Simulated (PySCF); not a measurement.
Electronic structure of Be⁺ (beryllium, charge +1) at the UHF level

Configuration: [He] 2s1, 2S determinant. Calculation: PySCF 2.14, in cc-pVTZ (4s3p2d1f, 30 functions); the non-relativistic Hamiltonian (point nucleus).

| Property | Result |
| --- | --- |
| Total energy | -14.277237 hartree |
| One-electron energy | -17.6107 hartree |
| Hartree (Coulomb) energy | 5.8402 hartree |
| Exchange energy | -2.5067 hartree |
| Kinetic energy | 14.27616 hartree |
| ⟨S²⟩ | 0.7500 |
| ⟨L²⟩ | 0.000 |
| Sum of ⟨r⟩ | 3.113 bohr |
| Sum of ⟨r²⟩ | 6.560 bohr² |
| Density at the nucleus (Gaussians lack the cusp) | 34.1 bohr⁻³ |
| Spin density at the nucleus | 0.901 bohr⁻³ |
| Langevin diamagnetic susceptibility | -5.20 ×10⁻⁶ cm³/mol |
| Time after the integrals | 0.04 s of wall time on 1 thread of Neoverse-V2 (shared host) |

```tsv
shell	electrons	mean orbital energy (hartree)	rms radius, mean of both spins (bohr)
1s α	1	-5.15841	0.482
1s β	1	-5.11925	0.482
2s α	1	-0.66615	2.47
```
